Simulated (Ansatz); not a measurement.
Consider the formal exchange of groups at a B–S bond: `SBCl` + `[GaH3]` → `Cl[BH][GaH2]` + H₂S.

Calculated with Ansatz (gas phase, PBE0-D4/def2-TZVP geometries, no zero-point term in ΔE). CCSD(T)/CBS adds triple-zeta CCSD(T) − MP2 to the extrapolated MP2 energy (def2 sets, frozen cores). This one scheme is used for every species. Functionals use def2-TZVPP. For Ga outer-core shells are correlated without core-valence functions, which leaves a few kJ/mol of doubt a bond. Scalar relativity is left out up to krypton. One conformer a species, not always the lowest.

```
 level  ΔE (kJ/mol)
B97M-V        111.2
 BHLYP         99.6
```

**Question.** What does CCSD(T)/CBS give? (Best estimate.)

**Answer.** The calculation gave: +93.1 kJ/mol. The listed levels differ from it by 18.1, 6.5 kJ/mol.

Largest T1 diagnostic among the species: 0.014.

From BLYP to BHLYP (50 % exact exchange), in def2-TZVPP and without D4, ΔE moves by +3.9 kJ/mol. At CCSD(T), def2-SVP lies +17.8 kJ/mol from the extrapolated value and def2-TZVPP +3.0 kJ/mol.
